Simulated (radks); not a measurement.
The silicon anion Si4-, [Ar], held by a Watson sphere: a shell of charge +4 at radius R that stands for the Madelung well of a crystal (potential energy -4/R inside, -4/r outside, in hartree with lengths in bohr). Calculated with a radial shooting solver on a logarithmic mesh with Libxc functionals: scalar-relativistic Kohn-Sham, r2SCAN, spin-polarised, spherical densities, finite nucleus; meta-GGA in the generalised Kohn-Sham scheme; Fermi nuclear charge, rms radius of each element as measured or else 0.836 A^(1/3) + 0.57 fm.

| R (bohr) | e(2p) (eV) | e(3s) (eV) | e(3p) (eV) | <r> 3p (bohr) | sum of <r^2> (bohr^2) | X-ray form factor at sin(theta)/lambda = 0.1 1/angstrom |
|---|---|---|---|---|---|---|
| 2.74 | -93.928 | -13.194 | -6.771 | 2.778 | 68.79 | 14.135 |
| 2.88 | -93.971 | -12.741 | -6.498 | 2.854 | 72.24 | 14.002 |
| 3.13 | -94.085 | -12.007 | -6.033 | 2.990 | 78.61 | 13.772 |
| 3.3 | -94.170 | -11.559 | -5.734 | 3.083 | 83.09 | 13.622 |
| 3.71 | -94.355 | -10.641 | -5.080 | 3.308 | 94.41 | 13.286 |
| 4.37 | -94.547 | -9.571 | -4.226 | 3.679 | 114.3 | 12.825 |
| 4.41 | -94.554 | -9.520 | -4.181 | 3.702 | 115.6 | 12.801 |
| 4.52 | -94.574 | -9.388 | -4.064 | 3.765 | 119.2 | 12.735 |
